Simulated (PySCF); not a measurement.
Job file and geometry (Å, from GFN2-xTB) of an NMR shielding run on SMILES C1(SC)=C(OBC)CC1, C$_{6}$H$_{11}$BOS, GIAO PBE0/pcSseg-1 NMR shielding, non-relativistic, gas phase in PySCF; density fitting, a coarse starting grid and PySCF grid level 2 are the driver's defaults:

```
$ OMP_NUM_THREADS=1 python probes_run.py task.json out

{"job": {"kind": "nmr", "xc": "PBE0", "basis": "pcSseg-1"}, "charge": 0, "multiplicity": 1}
C     -3.941579     0.407992    -0.495105
B     -2.624520    -0.321788    -0.008125
O     -1.458026     0.284474    -0.264786
C     -0.240060    -0.165354     0.069203
C      1.001553     0.303149    -0.131792
S      1.668785     1.709633    -0.920550
C      3.438068     1.411987    -0.610688
C      1.661610    -0.851463     0.583011
C      0.229623    -1.395007     0.815357
H     -4.505409    -0.222349    -1.180205
H     -4.603283     0.614306     0.344018
H     -3.733890     1.348253    -0.997434
H     -2.667911    -1.358947     0.560323
H      3.626315     1.396520     0.458061
H      3.737986     0.474539    -1.067867
H      3.971768     2.237194    -1.070252
H      2.199344    -0.587794     1.492450
H      2.290962    -1.483765    -0.041348
H      0.017829    -2.343666     0.325092
H     -0.074315    -1.447237     1.859428
```

Question: What does the program print?

Answer: 
```
coarse grid: 17136 points
cycle   1  E = -732.7782519430  dE =  1.261e+00  |g| = 5.938e-01  |ddm| = 4.182e+00
cycle   2  E = -732.7401516312  dE =  3.810e-02  |g| = 7.651e-01  |ddm| = 1.125e+00
cycle   3  E = -732.8516346016  dE = -1.115e-01  |g| = 1.200e-01  |ddm| = 6.887e-01
cycle   4  E = -732.8540914575  dE = -2.457e-03  |g| = 4.000e-02  |ddm| = 1.067e-01
cycle   5  E = -732.8544030509  dE = -3.116e-04  |g| = 1.484e-02  |ddm| = 4.399e-02
cycle   6  E = -732.8544531319  dE = -5.008e-05  |g| = 4.747e-03  |ddm| = 1.861e-02
cycle   7  E = -732.8544585161  dE = -5.384e-06  |g| = 9.997e-04  |ddm| = 5.120e-03
final grid: 160504 points
cycle   8  E = -732.9206514550  dE = -3.985e-05  |g| = 1.306e-02  |ddm| = 3.593e-02
cycle   9  E = -732.9206144007  dE =  3.705e-05  |g| = 1.879e-02  |ddm| = 2.442e-02
cycle  10  E = -732.9206888336  dE = -7.443e-05  |g| = 1.764e-03  |ddm| = 1.520e-02
cycle  11  E = -732.9206894567  dE = -6.230e-07  |g| = 3.336e-04  |ddm| = 1.731e-03
cycle  12  E = -732.9206894770  dE = -2.037e-08  |g| = 1.643e-04  |ddm| = 4.915e-04
cycle  13  E = -732.9206894833  dE = -6.213e-09  |g| = 4.621e-05  |ddm| = 1.806e-04
cycle  14  E = -732.9206894838  dE = -5.057e-10  |g| = 1.268e-05  |ddm| = 6.652e-05
converged SCF energy = -732.9206894838

GIAO shielding tensors (ppm)
atom      isotropic    diamagn.    paramagn.     s11        s22        s33       span
  0 C      178.305     253.726     -75.421    158.446    181.236    195.232     36.785
  1 B       54.200     193.628    -139.428      0.508     59.565    102.526    102.019
  2 O       72.968     398.194    -325.227    -76.186     -8.668    303.757    379.944
  3 C       40.157     252.122    -211.965    -49.117     74.897     94.690    143.807
  4 C       65.970     263.767    -197.797    -14.528    100.897    111.540    126.069
  5 S      507.516    1057.431    -549.915    336.864    467.800    717.886    381.022
  6 C      169.458     251.381     -81.923    156.097    165.933    186.346     30.249
  7 C      163.945     253.955     -90.010    143.110    169.248    179.476     36.367
  8 C      155.236     254.963     -99.726    151.436    153.468    160.804      9.368
  9 H       31.164      28.548       2.616     28.127     28.325     37.041      8.914
 10 H       31.172      28.578       2.594     28.141     28.326     37.050      8.909
 11 H       31.103      32.164      -1.061     26.893     30.364     36.051      9.158
 12 H       26.153      32.058      -5.905     24.456     24.488     29.515      5.059
 13 H       29.283      30.121      -0.838     24.200     27.757     35.892     11.692
 14 H       29.284      30.103      -0.819     24.187     27.841     35.825     11.637
 15 H       29.835      27.907       1.928     24.945     26.594     37.966     13.021
 16 H       29.498      31.845      -2.347     25.557     27.975     34.961      9.404
 17 H       29.498      31.811      -2.312     25.551     27.970     34.974      9.423
 18 H       28.956      31.484      -2.528     25.160     26.932     34.777      9.617
 19 H       28.994      31.504      -2.510     25.212     26.934     34.837      9.626
```

Size and cost of the density-fitted run: 215 basis functions, 46 s wall time on 1 thread of an Arm Neoverse V2, shared host; peak memory 0.96 GiB.
